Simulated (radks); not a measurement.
Coulomb parameter of the 4d shell of the molybdenum ion Mo+ in the model configuration [Kr] 4d4 5s1, as a second difference U = [E(n + 0.5) + E(n - 0.5) - 2 E(n)] / (0.5)^2 with all orbitals relaxed. "Bare": the charge of the atom changes with n. "Screened": the 5s shell takes up the change at fixed total charge, which measures U(4d,4d) + U(5s,5s) - 2 U(4d,5s). Calculated with a radial shooting solver on a logarithmic mesh with Libxc functionals: scalar-relativistic Kohn-Sham, SCAN, spin-unpolarised, spherical densities, finite nucleus; meta-GGA in the generalised Kohn-Sham scheme; Fermi nuclear charge, rms radius 4.4091 fm.

case	configuration	E - E(n) (eV)
start	[Kr] 4d4 5s1	0.000
bare +0.5	[Kr] 4d4.5 5s1	-5.155
bare -0.5	[Kr] 4d3.5 5s1	7.675
screened +0.5	[Kr] 4d4.5 5s0.5	-0.790
screened -0.5	[Kr] 4d3.5 5s1.5	1.004

U(bare) = 10.079 eV, U(screened by 5s) = 0.854 eV, against the Slater integral F0(4d,4d) = 13.836 eV with frozen orbitals.
